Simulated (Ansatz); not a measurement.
Basis-set extrapolation for CH6F2Si2 (`FC[SiH2][SiH2]F`) (PBE0-D4/def2-TZVP geometry, frozen core, the Gaussian-basis code of Ansatz). Multiplicity 1, RHF reference.

```tsv
	def2-TZVPP	def2-QZVPP
HF	-818.278796	-818.308090
MP2 correlation	-0.914251	-0.993307
CCSD(T) correlation	-0.993685	not run
```

Energies in hartree. Use E(X) = E(∞) + A·exp(−7.88·√X) for Hartree–Fock and E(X) = E(∞) + B·X^(−2.97) for correlation, with X = 3 and 4, and add CCSD(T) minus MP2 of the smaller set to the MP2 limit.

Question: What is the CCSD(T) energy at the basis-set limit?

Answer: HF limit: -818.308090 + (-0.029294) × 0.13774 = -818.31212. MP2 limit: -0.993307 + (-0.079056) × 0.74074 = -1.05187. Higher-order term: -0.993685 − (-0.914251) = -0.07943. Total: -819.44342 hartree, 448.8 kJ/mol below CCSD(T)/def2-TZVPP.
